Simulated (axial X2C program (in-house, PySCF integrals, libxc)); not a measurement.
## Spectroscopic constants of IrB⁺

Computed with an in-house all-electron X2C program for linear molecules (integrals from PySCF). Spin-free means the one-electron spin-free X2C Hamiltonian; two-component (2c) means X2C with spin–orbit coupling and atomic mean-field two-electron Coulomb and Gaunt terms, so the difference of the two also holds small scalar two-electron terms. Basis: Ir dyall-cv3z [13s14p9d6f4g], B dyall-v3z [7s6p2d1f] (cores contracted in-house); Gaussian nuclei, density fitting, unrestricted open shells. Masses: Ir 192.963 u, B 11.009 u.

The run was started with this input:
```json
{"zs": [77, 5], "q": 1, "bas": ["dyall-cv3z", "dyall-v3z"], "levels": ["PBE0", "HF", "PW91"], "cc": true, "r0": 2.07, "thr": -2.0, "nmax": 90, "npts": 10, "nst": 2, "ntry": 6}
```
```bash
python so2c.py task.json out
```

Keys: zs atomic numbers; q charge; bas basis sets; levels methods; cc coupled cluster on or off; r0 starting distance in Å; thr threshold in hartree for freezing inner shells (an s shell follows its p shell); nmax most natural virtual spinors; npts points on the curve; nst determinants followed; ntry starts of the search. HF also brings MP2.

State, spin-free: M_S = 3/2, Λ = 2 (beyond evenly filled blocks: 2 × σα, δ+α, δ+β, δ-α); electrons by block: σα: 16, σβ: 14, π+α: 8, π+β: 8, π-α: 8, π-β: 8, δ+α: 4, δ+β: 4, δ-α: 4, δ-β: 3, φ+α: 1, φ+β: 1, φ-α: 1, φ-β: 1. Fragments: Ir + B+ for PBE0, MP2, CCSD, CCSD(T), PW91; Ir+ + B for HF.

State, 2c: Ω = 7/2 (⟨Sz⟩ = 1.47, ⟨Lz⟩ = 2.03 at PBE0); electrons by block: 1/2: 24, -1/2: 22, 3/2: 12, -3/2: 12, 5/2: 5, -5/2: 4, 7/2: 1, -7/2: 1. Fragments: Ir + B+ for PBE0, MP2, CCSD, CCSD(T), PW91; Ir+ + B for HF.

| Hamiltonian | level | Re (Å) | ωe (cm⁻¹) | Be (cm⁻¹) | αe (cm⁻¹) | De (eV) | k (mdyn/Å) | μ (D) |
| --- | --- | --- | --- | --- | --- | --- | --- | --- |
| spin-free | PBE0 | 1.835 | 826.7 | 0.4809 | 0.00346 | 5.06 | 4.19 | 1.46 |
| spin-free | HF | 1.927 | 643.7 | 0.4361 | 0.00442 | 2.24 | 2.54 | 1.46 |
| spin-free | MP2 | 1.803 | 891.6 | 0.498 | 0.00343 | 4.67 | 4.88 | n/a |
| spin-free | CCSD | 1.846 | 805.5 | 0.4751 | 0.00373 | 3.95 | 3.98 | n/a |
| spin-free | CCSD(T) | 1.844 | 823.4 | 0.4761 | 0.00348 | 4.16 | 4.16 | n/a |
| spin-free | PW91 | 1.833 | 842.0 | 0.4817 | 0.00332 | 5.51 | 4.35 | 1.59 |
| 2c | PBE0 | 1.839 | 816.1 | 0.4786 | 0.00349 | n/a | 4.09 | 1.43 |
| 2c | HF | 1.930 | 640.3 | 0.4344 | 0.0044 | 2.05 | 2.52 | 1.40 |
| 2c | MP2 | 1.808 | 876.2 | 0.495 | 0.00345 | n/a | 4.71 | n/a |
| 2c | CCSD | 1.851 | 791.8 | 0.4723 | 0.00378 | n/a | 3.85 | n/a |
| 2c | CCSD(T) | 1.849 | 808.8 | 0.4733 | 0.00353 | n/a | 4.01 | n/a |
| 2c | PW91 | 1.838 | 830.5 | 0.4793 | 0.00336 | 5.38 | 4.23 | 1.56 |

Correlated methods: 11 electrons correlated (number of frozen shells: Ir 5 s, 4 p, 2 d, 1 f; B 1 s), 271 virtual spin orbitals or spinors in MP2, 90 natural virtuals in coupled cluster.

Dipoles are positive if B is the positive end and refer to the centre of mass.

Occupations by symmetry block were frozen at the best pattern of an incomplete PBE0 search. Dissociation energies refer to the lowest single-determinant-based atoms at the same level and basis. De is not given where an atomic determinant may have missed its ground term or J level, or where the truncated virtual space spoils (T). Density functionals use the spin component along the axis (collinear). CCSD and (T) use frozen natural virtuals with an MP2 correction for the truncation; (T) itself is uncorrected, so its De runs slightly low. Other states lie close and PBE0, whose exact exchange favours high spin, may order them wrongly; the determinant shown need not be the ground state. The nearest other spin-free determinant of the search, M_S = 3/2, Λ = 0, lies 0.21 eV up at the distance of the search. Without a current term, density functionals place determinants with orbital angular momentum somewhat too high. With several unpaired electrons one determinant need not be a pure state. At some level and bond length an empty orbital lies below a filled one.

Rough cost a point (2c) on 1 thread(s) of a shared host, integrals apart: PBE0 1 s, HF 1.1 s, CCSD(T) 6 s, PW91 0.4 s.

The whole task took 4.7 min on 1 thread of Arm Neoverse V1, with other jobs on the host.
